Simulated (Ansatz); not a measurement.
Input file for Ansatz (a quantum-chemistry and plane-wave program): U-B3LYP/cc-pV(T+d)Z on AlH5Si (SMILES [AlH2][SiH3]), a point of a bond scan (R = 3.642 Å). Files ending in .json are basis or fitting sets from the Basis Set Exchange.

Ansatz 0.2 input:
```yaml
crystal:
  periodic: [false, false, false]
  atoms:
    - {symbol: Al, position_ang: [0.03394872, -0.60450630, -1.15927772]}
    - {symbol: H, position_ang: [-3.00681180, -0.91002335, -3.14038346]}
    - {symbol: H, position_ang: [1.38583772, -1.18780901, -1.74138382]}
    - {symbol: Si, position_ang: [-0.02792387, 0.52763245, 1.02391416]}
    - {symbol: H, position_ang: [-0.03926723, 2.00388745, 0.82696529]}
    - {symbol: H, position_ang: [1.14506402, 0.20807389, 1.87836413]}
    - {symbol: H, position_ang: [-1.25391258, 0.18491499, 1.79249452]}
basis:
  gaussian:
    orbitals: cc-pV_T+d_Z.json
hamiltonian:
  xc: {name: B3LYP}
magnetization: {spin_polarized: true, initial_magnetization: 0}
```

### Question
Give the final energy of this run.

### Answer
-534.8398 hartree. Its determinant has ⟨S²⟩ = 0.81, a mixture of spin states.

### Question
How many basis functions does it have, and what does it roughly cost on one machine?

### Answer
148 functions; roughly 9 core-seconds.
